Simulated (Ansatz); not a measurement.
`BBC` + `C=C=C(N)F` → `CBBN` + `C=C=CF`  (formal exchange of groups at a B–H bond)

Isolated molecules relaxed with PBE0-D4/def2-TZVP in Ansatz; ΔE leaves out vibrations. CBS: MP2 limit from def2 TZ/QZ plus the TZ coupled-cluster correction, frozen cores. DFT in def2-TZVPP. Each species was taken in one conformer, which may not be the lowest.

Is it downhill or uphill in electronic energy at CCSD(T)/CBS, and by how much? (Estimate.)

The calculation gave: Downhill: ΔE = -1.77 eV.

What do these levels give: LDA (SPW92), r2SCANh-D4, B2PLYP, PBE0, r2SCAN0, HF/def2-TZVPP, MP2/def2-TZVPP, SCS-MP2/def2-TZVPP, CCSD(T)/def2-TZVPP, HF/def2-QZVPP, MP2/def2-QZVPP, HF/CBS(def2)? (Best estimate.)

The calculation gave: LDA (SPW92) -1.67, r2SCANh-D4 -1.67, B2PLYP -1.75, PBE0 -1.68, r2SCAN0 -1.68, HF/def2-TZVPP -1.68, MP2/def2-TZVPP -1.77, SCS-MP2/def2-TZVPP -1.76, CCSD(T)/def2-TZVPP -1.77, HF/def2-QZVPP -1.68, MP2/def2-QZVPP -1.77, HF/CBS(def2) -1.68 eV.

Largest T1 diagnostic among the species: 0.013.

In def2-TZVPP, CCSD(T) changes the Hartree–Fock value by −0.09 eV (the triples alone add −0.01 eV) and MP2 by −0.09 eV. Leaving LDA and LC-ωPBE aside and taking each functional with its dispersion term where it has one, the values, not all of them listed here, spread over 0.11 eV, from B2PLYP to revPBE-D4.
